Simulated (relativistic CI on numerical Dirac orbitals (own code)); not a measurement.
**Slater and spin-orbit integrals, Tc II**

Calculated at this level of theory: Dirac-Coulomb-Breit CI, orbitals from a KLI potential per configuration, model QED (radiative potential, 1s self-energy scaled to tabulated hydrogen-like ionisation energies), valence Slater integrals scaled by 0.85, P86 correlation energy added to each configuration (own radial code, finite nucleus).

Slater integrals F^k, G^k are unscaled and averaged over j, outside the closed core [Kr]; ζ comes from projecting the Hamiltonian with its Breit term on Σ l·s of the shell.

- 4d⁵5s: F^2(4d,4d) = 58996, F^4(4d,4d) = 38231, ζ(4d) = 788.64, G^2(4d,5s) = 15867 cm⁻¹; <r>(4d) = 1.675, <r^2>(4d) = 3.394, <r>(5s) = 3.065, <r^2>(5s) = 10.66 (bohr units).
- 4d⁶: F^2(4d,4d) = 56311, F^4(4d,4d) = 36321, ζ(4d) = 701.07 cm⁻¹; <r>(4d) = 1.743, <r^2>(4d) = 3.696 (bohr units).
- 4d⁵5p: F^2(4d,4d) = 59971, F^4(4d,4d) = 38941, ζ(4d) = 816.12, F^2(4d,5p) = 18114, G^1(4d,5p) = 8586.7, G^3(4d,5p) = 6749.7, ζ(5p) = 908.42 cm⁻¹; <r>(4d) = 1.653, <r^2>(4d) = 3.293, <r>(5p) = 3.93, <r^2>(5p) = 17.62 (bohr units).

Q: Give the Racah parameters of the d shell in 4d⁵5s.

A: B = F²/49 − 5F⁴/441 = 771 cm⁻¹ and C = 35F⁴/441 = 3034 cm⁻¹; values fitted to spectra at such low charge are typically 15 to 30 % smaller.

In this model ζ of a weakly bound d, f or g electron outside closed shells comes out too small, for d by up to a factor of two or three and at times with the wrong sign; that of an outer p electron is too small as well.

Correlation outside the listed configurations is missing or only estimated: errors of thousands of cm⁻¹ between configurations and terms are usual at this charge. Rates and lifetimes follow the computed energies and can be off by large factors. The fine structure of a lone outer electron comes out too small, for d and f at times inverted, and misplaced configurations move strength between like terms.

Averages of the first 10 configurations, taken without configuration mixing, which lowers the lowest level and can move excited configurations by several eV; other configurations of the list can lie among them:

| Configuration | Parity | States | Average energy above the lowest level (eV) |
| --- | --- | --- | --- |
| 4d⁵5s | even | 504 | 4.9 |
| 4d⁶ | even | 210 | 3.1 |
| 4d⁵5p | odd | 1512 | 9.2 |
| 4d⁴5s² | even | 210 | 9.1 |
| 4d⁵5d | even | 2520 | 13.5 |
| 4d⁴5s5p | odd | 2520 | 13.0 |
| 4d⁵6s | even | 504 | 13.0 |
| 4d³5s5p² | even | 3600 | 24.1 |
| 4d⁵6p | odd | 1512 | 14.3 |
| 4d⁴5s4f | odd | 5880 | 20.8 |
